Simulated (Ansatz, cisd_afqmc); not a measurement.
System: Ti, charge 0, triplet.

Quantity: quintet-triplet gap (Ti (quintet) against Ti (triplet), E(quintet) - E(triplet)), in eV. Radicals and triplets start from unrestricted determinants; spin-orbit coupling is neglected. The -DK rows use spin-free X2C, correlate 3s3p of the metal (1s2s2p frozen) and give its partners the cc-pVXZ-DK valence sets. AFQMC/CISD: phaseless, guided by CISD from CCSD amplitudes; bars are statistical, one sigma. Outlying blocks are dropped, and bars are widened where a walk drifts. Over all cases where full CI ran beside it in this data, AFQMC minus full CI had a median of +0.1 mEh and passed +0.4 mEh in a tenth of the cases. CBS(X,Y): correlation extrapolated as X^-3, Hartree-Fock from the larger set. A bracket is a step between two methods taken in the basis named. The functionals are non-relativistic, so their misses hold any scalar relativity. Double hybrids freeze cores in their MP2 part. Open-shell metal atoms are single determinants, not pure terms.

| level | program | quintet-triplet gap (eV) | difference against the last row |
|---|---|---|---|
| wB97X-V/def2-TZVPD | Ansatz | 0.35 | -0.47 |
| wB97M-V/def2-TZVPD | Ansatz | 0.42 | -0.40 |
| B2PLYP/def2-TZVPD | Ansatz | 0.56 | -0.26 |
| MP2/cc-pwCVTZ-DK | Ansatz | 0.57 | -0.25 |
| MP2/cc-pwCVQZ-DK | Ansatz | 0.54 | -0.28 |
| MP2/CBS(aug-cc-pwCVTZ-DK,aug-cc-pwCVQZ-DK) | Ansatz | 0.53 | -0.29 |
| CCSD/aug-cc-pwCVQZ-DK | Ansatz | 0.81 | -0.01 |
| CCSD/cc-pwCVQZ-DK | Ansatz | 0.81 | -0.01 |
| CCSD(T)/aug-cc-pwCVTZ-DK | Ansatz | 0.88 | 0.06 |
| CCSD(T)/cc-pwCVTZ-DK | Ansatz | 0.89 | 0.07 |
| CCSD(T)/CBS(aug-cc-pwCVTZ-DK,aug-cc-pwCVQZ-DK) | Ansatz | 0.81 | -0.01 |
| CCSDT(Q)/aug-cc-pwCVTZ-DK | Ansatz | 0.90 | 0.08 |
| CCSDT(Q)/cc-pwCVTZ-DK | Ansatz | 0.91 | 0.09 |
| AFQMC/CISD/cc-pwCVTZ-DK | cisd_afqmc | 0.90 ± 0.02 | 0.08 |
| CCSD(T)/CBS(aug-cc-pwCVTZ-DK,aug-cc-pwCVQZ-DK) + [CCSDT(Q) - CCSD(T)]/aug-cc-pwCVTZ-DK | Ansatz | 0.82 | 0.00 |

Ansatz is an electronic-structure program.
